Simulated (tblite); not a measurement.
A geometry optimisation, step by step.

Compound: C6H6N3 (doublet state).
Numbering: `[H]/[N:9]=[C:8]/[c:7]1[c:2]([CH3:1])[n:3][cH:4][cH:5][n:6]1` (hydrogens: H10, H11, H12 on C1; H13 on C4; H14 on C5; H15 on N9)
Bond orders are those of one Lewis drawing.

Computed with GFN2-xTB (tblite), gas phase: L-BFGS steps from a force-field or distance-geometry start until the largest atomic force falls under 0.01 eV/Å. 5 of its 67 geometries are shown.

Step 0: E = -667.5777 eV, largest atomic force 7.530 eV/Å
```
atom  x, y, z in Å  |  force x, y, z in eV/Å
C1     -1.497   -0.954    1.226   -0.495  -0.092  -0.027
C2     -0.319   -0.624    0.368    0.711  -2.517  -0.467
N3      0.353   -1.684   -0.182   -0.674   2.203   0.447
C4      1.416   -1.362   -0.957   -0.529  -0.545   0.541
C5      1.829   -0.066   -1.143   -0.216   1.280   0.094
N6      1.186    0.992   -0.603    1.048  -0.959  -0.707
C7      0.113    0.687    0.163   -1.108   1.779   0.846
C8     -0.547    1.821    0.746    2.995  -6.354  -2.712
N9     -1.094    2.741    1.215   -1.096   4.495   1.307
H10    -1.676   -2.034    1.270    0.253   0.223  -0.154
H11    -2.410   -0.490    0.812    0.409  -0.045   0.235
H12    -1.356   -0.603    2.254   -0.005   0.103  -0.257
H13     1.935   -2.206   -1.386    0.028   0.006  -0.043
H14     2.696    0.166   -1.768   -0.353   0.010   0.287
H15    -0.635    3.626    0.940   -0.969   0.413   0.609
```

Step 16: E = -668.7170 eV, largest atomic force 0.498 eV/Å
```
atom  x, y, z in Å  |  force x, y, z in eV/Å
C1     -1.508   -0.971    1.213   -0.009   0.048   0.008
C2     -0.328   -0.658    0.353   -0.002   0.020   0.004
N3      0.331   -1.649   -0.185   -0.073  -0.023   0.003
C4      1.408   -1.404   -0.943   -0.064   0.084   0.064
C5      1.833   -0.095   -1.135   -0.016   0.067   0.009
N6      1.217    0.939   -0.614    0.020   0.098  -0.096
C7      0.100    0.708    0.158    0.148  -0.031  -0.074
C8     -0.483    1.845    0.613    0.157   0.002   0.133
N9     -0.632    2.837    1.292   -0.098   0.101  -0.218
H10    -1.677   -2.043    1.265    0.101   0.001  -0.085
H11    -2.402   -0.493    0.814   -0.030   0.051   0.017
H12    -1.340   -0.594    2.221   -0.028   0.059   0.026
H13     1.918   -2.253   -1.383   -0.146   0.056   0.092
H14     2.692    0.148   -1.746    0.030  -0.042   0.029
H15    -1.132    3.691    1.034    0.010  -0.490   0.087
```

Step 33: E = -668.8126 eV, largest atomic force 0.218 eV/Å
```
atom  x, y, z in Å  |  force x, y, z in eV/Å
C1     -1.483   -0.859    1.197   -0.074   0.056   0.061
C2     -0.291   -0.571    0.355    0.014  -0.040   0.002
N3      0.289   -1.600   -0.191    0.080  -0.080  -0.025
C4      1.374   -1.422   -0.950    0.081  -0.003  -0.024
C5      1.871   -0.146   -1.184   -0.017   0.037   0.005
N6      1.331    0.928   -0.663    0.058   0.114  -0.010
C7      0.235    0.763    0.151    0.092  -0.044  -0.058
C8     -0.338    1.852    0.692   -0.075  -0.191  -0.074
N9     -0.757    2.749    1.383   -0.015   0.050   0.042
H10    -1.632   -1.934    1.228   -0.009  -0.014  -0.007
H11    -2.373   -0.388    0.791   -0.104   0.098  -0.061
H12    -1.339   -0.489    2.207    0.024   0.094   0.135
H13     1.835   -2.311   -1.346    0.009  -0.085  -0.070
H14     2.734    0.018   -1.818   -0.045   0.019   0.044
H15    -1.463    3.419    1.105   -0.020  -0.011   0.041
```

Step 50: E = -668.8388 eV, largest atomic force 0.028 eV/Å
```
atom  x, y, z in Å  |  force x, y, z in eV/Å
C1     -1.470   -0.779    1.201   -0.003  -0.007  -0.004
C2     -0.256   -0.577    0.359   -0.007   0.005  -0.004
N3      0.312   -1.614   -0.183   -0.015  -0.005  -0.008
C4      1.389   -1.438   -0.961   -0.008  -0.002   0.001
C5      1.895   -0.164   -1.193    0.005  -0.001   0.005
N6      1.372    0.920   -0.671    0.004   0.010  -0.008
C7      0.277    0.754    0.136    0.008  -0.001  -0.010
C8     -0.355    1.812    0.670   -0.025   0.008   0.011
N9     -0.826    2.643    1.411    0.000  -0.008  -0.005
H10    -1.688   -1.841    1.271    0.013  -0.018  -0.004
H11    -2.324   -0.269    0.756   -0.006   0.010   0.019
H12    -1.318   -0.373    2.201    0.012   0.019  -0.017
H13     1.818   -2.327   -1.394    0.006  -0.009   0.011
H14     2.755   -0.007   -1.830    0.010   0.000   0.004
H15    -1.587    3.270    1.183    0.007  -0.002   0.009
```

Step 66: E = -668.8399 eV, largest atomic force 0.007 eV/Å
```
atom  x, y, z in Å  |  force x, y, z in eV/Å
C1     -1.470   -0.775    1.200    0.003   0.001   0.002
C2     -0.265   -0.574    0.344    0.000   0.000  -0.002
N3      0.303   -1.612   -0.194    0.001   0.000  -0.004
C4      1.388   -1.439   -0.963    0.003   0.003   0.002
C5      1.900   -0.167   -1.190   -0.002   0.001  -0.001
N6      1.371    0.920   -0.678   -0.002   0.000  -0.001
C7      0.270    0.756    0.120    0.003  -0.004   0.000
C8     -0.364    1.811    0.658   -0.003   0.003  -0.003
N9     -0.831    2.630    1.416   -0.003   0.004   0.000
H10    -1.682   -1.837    1.278    0.004  -0.002  -0.004
H11    -2.332   -0.266    0.769    0.003   0.000  -0.003
H12    -1.299   -0.361    2.193   -0.002   0.001   0.006
H13     1.824   -2.331   -1.385   -0.007   0.001   0.001
H14     2.769   -0.012   -1.815   -0.001  -0.004   0.005
H15    -1.588    3.266    1.203    0.003  -0.003   0.003
```

**Question.** Summarise the path.

**Answer.** The energy falls by 29.11 kcal/mol from step 0 to step 66; nine tenths of that is first reached at step 16. It rises by more than 0.2 meV at step 1. The largest force goes from 7.530 to 0.007 eV/Å. Among the bonds C7–C8 changes most, from 1.437 to 1.344 Å; the atoms move by 0.331 Å rms after alignment.

**Question.** Follow the three bonds and two angles with the largest change from start to end.

**Answer.** 
```
step  E above end (kcal/mol)  largest force (eV/Å)  C7–C8 (Å)  C2–N3 (Å)  C2–C7 (Å)  C7–C8–N9 (°)  C8–N9–H15 (°)
   0                   29.11                 7.530      1.437      1.370      1.395         179.4          111.1
   3                   17.97                 1.789      1.350      1.307      1.450         178.3          116.3
   6                   14.02                 1.245      1.312      1.286      1.429         177.5          132.4
   9                    9.51                 0.989      1.351      1.302      1.436         173.1          146.9
  11                    6.78                 1.063      1.345      1.301      1.471         166.8          141.7
  14                    3.40                 0.648      1.363      1.309      1.435         160.7          132.3
  17                    2.64                 0.360      1.354      1.306      1.446         157.7          125.8
  20                    2.02                 0.162      1.348      1.305      1.444         159.0          124.6
  23                    1.74                 0.174      1.347      1.305      1.439         162.0          125.7
  26                    1.37                 0.238      1.345      1.305      1.443         166.1          125.6
  29                    1.01                 0.161      1.346      1.305      1.452         169.0          125.7
  32                    0.72                 0.219      1.345      1.302      1.450         169.2          125.5
  34                    0.55                 0.217      1.343      1.300      1.449         168.5          125.1
  37                    0.34                 0.127      1.345      1.301      1.451         167.3          125.8
  40                    0.18                 0.122      1.344      1.301      1.449         165.7          125.8
  43                    0.09                 0.075      1.343      1.300      1.449         165.5          125.3
  46                    0.04                 0.052      1.344      1.301      1.451         165.8          125.4
  49                    0.03                 0.028      1.343      1.300      1.451         165.6          125.5
  52                    0.02                 0.027      1.344      1.300      1.451         165.7          125.6
  55                    0.01                 0.032      1.344      1.300      1.451         165.5          125.6
  57                    0.01                 0.024      1.344      1.300      1.451         165.2          125.6
  60                    0.00                 0.019      1.344      1.300      1.451         165.1          125.6
  63                    0.00                 0.010      1.344      1.300      1.451         165.0          125.6
  66                    0.00                 0.007      1.344      1.300      1.451         164.8          125.6
```

What follows is the cost of the whole relaxation. The run took 0.42 s wall on one thread of an Arm Neoverse V1, shared host.
